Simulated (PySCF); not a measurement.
## How methods differ on the ionisation energy of F⁺

F⁺ [He] 2s2 2p4 (3P) → F²⁺ [He] 2s2 2p3 (4S), as a difference of total energies. All numbers are calculated (PySCF 2.14, the spin-free X2C one-electron Hamiltonian (Gaussian nucleus), in x2c-TZVPPall with one added diffuse shell each of s, p, d type (6s4p3d1f, 40 functions)). Correlated levels: valence: 1s2 frozen; valence and next inner shell: nothing frozen. The calculations carry no spin-orbit coupling.

```
                                method  ionisation energy (eV)
                                   UHF                  33.399
                                   LDA                  35.247
                                   PBE                  35.408
                                  PBE0                  35.245
                                r2SCAN                  35.105
                                 M06-L                  35.196
                             BHandHLYP                  35.184
                                 B97-3                  35.294
                                 TPSSh                  35.387
                         MP2 (valence)                  34.595
                     SCS-MP2 (valence)                  34.688
    MP2 (valence and next inner shell)                  34.606
SCS-MP2 (valence and next inner shell)                  34.692
```

Question: How much does correlation contribute at MP2 (valence and next inner shell)?

Answer: 34.606 − (33.399) = 1.207 eV, measured against UHF.

Errors of the correlated levels include the incompleteness of this basis and the frozen core.

For comparison: 34.950 eV (measured; NIST levels, between the centres of gravity of the two terms).
